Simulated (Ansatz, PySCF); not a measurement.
Here is a job for Ansatz (a quantum-chemistry and plane-wave program).
Ansatz 0.2 input:
```yaml
crystal:
  periodic: [false, false, false]
  atoms:
    - {symbol: Rb, position_ang: [-0.58730000, -0.48430000, -0.79330000]}
    - {symbol: F, position_ang: [0.58730000, 0.48430000, 0.79330000]}
basis:
  gaussian:
    orbitals: def2-SVPD
hamiltonian:
  xc: hf
magnetization: {spin_polarized: true, initial_magnetization: 2}
accuracy: high
```

Task: Write the same job for PySCF.

Result: Several could match; the one computed here: 
```python
from pyscf import gto, scf

mol = gto.M(
    atom='''
Rb   -0.587300   -0.484300   -0.793300
F     0.587300    0.484300    0.793300
''',
    basis='def2-svpd',
    ecp={'Rb': 'def2-svpd'},
    charge=0,
    spin=2,
    verbose=4,
)

mf = scf.UHF(mol)
mf.kernel()
```

Both were run: Ansatz gave -123.052284 Eh and PySCF -123.052284 Eh, 0.000 mEh apart.
